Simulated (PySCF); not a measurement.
Members of one series of related molecules.

All values: PBE0/pcSseg-1 (PySCF) at GFN2-xTB geometries, gas phase, one conformer each.

Problem. Rank by the lowest IAO charge on any atom, lowest value first.
A. `S=P12CCC(CC1)CC2`
B. `C1CP2CCC1CC2`
C. `N=P12CCC(CC1)CC2`
D. `C=P12CCC(CC1)CC2`

Solution. C (-0.999 e), D (-0.925 e), A (-0.625 e), B (-0.450 e).

Problem. Rank by the highest IAO charge on any atom, lowest value first.
A. `C1CC2CCP1(CC2)=C`
B. `N=P12CCC(CC1)CC2`
C. `C1CP2CCC1CC2`
D. `P12(=O)CCC(CC2)CC1`
E. `S=P12CCC(CC1)CC2`

Solution. C (+0.466 e), E (+1.084 e), A (+1.167 e), B (+1.351 e), D (+1.529 e).

Problem. Rank by the highest Hirshfeld charge on any atom, lowest value first.
A. `S=P12CCC(CC1)CC2`
B. `N=P12CCC(CC1)CC2`
C. `C=P12CCC(CC1)CC2`
D. `O=P12CCC(CC1)CC2`
E. `C1CP2CCC1CC2`

Solution. E (+0.129 e), A (+0.338 e), C (+0.360 e), B (+0.390 e), D (+0.423 e).

All values together:

```
          SMILES                                     change  formula  μ (D)  HOMO (eV)  LUMO (eV)  lowest IAO charge (e)  highest IAO charge (e)  lowest Hirshfeld charge (e)  highest Hirshfeld charge (e)
    C1CP2CCC1CC2                                     parent   C7H13P   1.54      -6.31       1.06             -0.450 (C)              +0.466 (P)                   -0.118 (C)                    +0.129 (P)
S=P12CCC(CC1)CC2          phosphine turned into its sulfide  C7H13PS   5.44      -6.23       0.53             -0.625 (S)              +1.084 (P)                   -0.354 (S)                    +0.338 (P)
O=P12CCC(CC1)CC2            phosphine turned into its oxide  C7H13OP   4.64      -7.22       0.68             -0.922 (O)              +1.529 (P)                   -0.419 (O)                    +0.423 (P)
C=P12CCC(CC1)CC2  phosphine turned into its methylene ylide   C8H15P   3.74      -5.02       0.81             -0.925 (C)              +1.167 (P)                   -0.341 (C)                    +0.360 (P)
N=P12CCC(CC1)CC2     phosphine turned into its imine (P=NH)  C7H14NP   3.73      -5.96       0.81             -0.999 (N)              +1.351 (P)                   -0.429 (N)                    +0.390 (P)
```

Problem. Give the shifts from the parent, `C1CP2CCC1CC2`.

Solution. 
```
          SMILES  change in μ (D)  change in HOMO (eV)  change in LUMO (eV)
S=P12CCC(CC1)CC2            +3.90                +0.08                -0.53
O=P12CCC(CC1)CC2            +3.10                -0.91                -0.38
C=P12CCC(CC1)CC2            +2.20                +1.29                -0.25
N=P12CCC(CC1)CC2            +2.19                +0.35                -0.25
```
